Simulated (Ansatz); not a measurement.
Reaction (substitution at a C–Ge bond): `[CH3][GeH2][CH2][AlH2]` + `C=N` → `C=NC` + `[AlH2][CH2][GeH3]`

Program: Ansatz. Geometries: PBE0-D4/def2-TZVP. ΔE: electronic, gas phase. CBS: MP2 limit from def2 TZ/QZ plus the TZ coupled-cluster correction, frozen cores. This one scheme is used for every species. For Ge outer-core shells are correlated without core-valence functions, which leaves a few kJ/mol of doubt a bond. Scalar relativity is left out up to krypton. One conformer a species, not always the lowest.

`[CH3][GeH2][CH2][AlH2]`:

```xyz
13

C     1.895   -0.865   -0.246
Ge   -0.048   -0.819   -0.152
C    -0.891    0.784   -0.881
Al   -1.451    1.300    0.926
H     2.293   -1.691    0.343
H     2.209   -0.986   -1.284
H     2.302    0.072    0.137
H    -0.423   -0.641    1.396
H    -0.715   -2.145   -0.551
H    -0.149    1.422   -1.362
H    -1.682    0.530   -1.585
H    -2.879    0.857    1.458
H    -0.462    2.184    1.800
```

`C=N`:

Z-matrix (Å, degrees):
```
C
N 1 1.261
H 1 1.096 2 124.9
H 1 1.092 2 118.8 3 -180.0
H 2 1.021 1 111.0 3 -0.0
```

`C=NC`:

Z-matrix (Å, degrees):
```
C
N 1 1.439
H 1 1.093 2 109.0
H 1 1.093 2 109.1 3 116.1
H 1 1.100 2 113.7 3 -121.9
C 2 1.257 1 117.9 3 121.5
H 6 1.090 2 119.4 1 -179.9
H 6 1.100 2 123.2 1 0.1
```

`[AlH2][CH2][GeH3]`:

Z-matrix (Å, degrees):
```
C
Ge 1 1.959
Al 1 1.944 2 113.5
H 1 1.094 2 106.5 3 -122.3
H 1 1.094 2 106.5 3 122.4
H 2 1.540 1 111.3 3 179.7
H 2 1.541 1 110.3 3 59.2
H 2 1.541 1 110.2 3 -59.9
H 3 1.588 1 120.0 2 89.1
H 3 1.588 1 120.0 2 -89.5
```

```json
{"species": "`[CH3][GeH2][CH2][AlH2]`", "CCSD(T)/CBS(def2) energy (Eh)": "-2399.64266"}
{"species": "`C=N`", "CCSD(T)/CBS(def2) energy (Eh)": "-94.52360"}
{"species": "`C=NC`", "CCSD(T)/CBS(def2) energy (Eh)": "-133.77870"}
{"species": "`[AlH2][CH2][GeH3]`", "CCSD(T)/CBS(def2) energy (Eh)": "-2360.36980"}
```

(1) Work out ΔE.

Largest T1 diagnostic among the species: 0.012.

Answers

(1) ΔE = (-133.77870) + (-2360.36980) − (-2399.64266) − (-94.52360) = 0.01776 Eh = +46.6 kJ/mol.

In def2-TZVPP, CCSD(T) changes the Hartree–Fock value by +22.1 kJ/mol (the triples alone add +2.3 kJ/mol) and MP2 by +24.7 kJ/mol. The D4 term adds +4.4 kJ/mol with B3LYP and +2.6 kJ/mol with PBE0; it sums over pairs of atoms, weighted by their polarisabilities, and B3LYP, whose exchange is more repulsive, gets the larger term.

B3LYP here is the variant with VWN-RPA as its local correlation; programs differ in this.
